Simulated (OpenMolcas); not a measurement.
Pr3+: moving or changing the point charges

Pr3+ among 8 point charges of -1.5 e arranged as a cube (Oh), 2.76 Å from the ion.

| Quantity | Value |
| --- | --- |
| Program | OpenMolcas |
| Method | SS-CASPT2, IPEA 0.25 Eh, imaginary shift 0.1 Eh (closed shells correlated: 5s 5p) |
| Basis | ANO-RCC-VTZP [8s7p5d3f2g1h] |
| Scalar Hamiltonian | DKH2, point nucleus |
| Active space | 2 electrons in 7 orbitals (4f) |
| State averaging | 2S+1 = 3 even, 21 roots; 2S+1 = 1 even, 27 roots kept (CI in the orbitals of an earlier block) |
| Spin-orbit coupling | RASSI with atomic mean-field integrals over the reference wave functions |

Runs around this geometry, states (labels of O, the rotations of Oh). Energies in cm-1 above the lowest state or level, χT in cm3 K/mol; under a threefold ground state the first gap can be a small split of the lowest multiplet, not the spin-orbit step.

```json
{"R (Å)": "2.76", "Ground state": "3T1", "First state of that spin": "3E 100", "First gap with spin-orbit (degeneracies)": "140 (3, 2)", "Width of lowest J": "258", "χT at 300 K": "1.618"}
{"R (Å)": "2.88", "Ground state": "3T1", "First state of that spin": "3E 73", "First gap with spin-orbit (degeneracies)": "110 (3, 2)", "Width of lowest J": "170", "χT at 300 K": "1.633"}
{"R (Å)": "3.29", "Ground state": "3T1", "First state of that spin": "3E 76", "First gap with spin-orbit (degeneracies)": "45 (3, 2)", "Width of lowest J": "101", "χT at 300 K": "1.646"}
```

Taking the width of the lowest J multiplet as R^-n, n = -ln(101 / 258) / ln(3.29 / 2.76) = 5.3 between the shortest and longest distance.

Roots that are degenerate in the reference are averaged as groups; the widest CASPT2 spread within a group is 720 cm-1 (the 3-fold group of multiplicity 1 near 23200 cm-1 above the lowest state of its run, R = 2.76). Shifts and gaps below about the spread of the groups concerned are not significant. This is an electrostatic model: the charges have no orbitals. A group larger than the point group allows holds several states that coincide in this model. No measured value stands beside these numbers.
